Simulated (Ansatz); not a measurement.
Two shapes of singlet GeH₄.

Shape 1:

```xyz
5

Ge   -0.0356    0.0261    0.0235
H     0.8951    0.9195    0.9251
H     0.9254   -0.8554   -0.8820
H    -0.8425    0.9050   -0.8745
H    -0.9051   -0.8424    0.8751
```

Shape 2:

```xyz
5

Ge   -0.0015    0.0512    0.0382
H     0.8528    0.9084    0.9346
H     0.9627   -0.8642   -0.8590
H    -0.8452    0.8744   -0.9070
H    -0.9209   -0.8043    0.8926
```

Basis set: 6-31G (spherical functions). Correlated methods keep 9 orbitals frozen. Charge 0, multiplicity 1.

Computed with Ansatz (development build ahead of 0.2.0); each method stands on the lowest determinant of its kind that the runs found.

Problem. Which shape is lower in energy, and by how much in each method?

Solution.

```tsv
method	E(2) − E(1) (eV)
RHF	-0.012
RHF-MP2	-0.011
```

Shape 2 is lower.
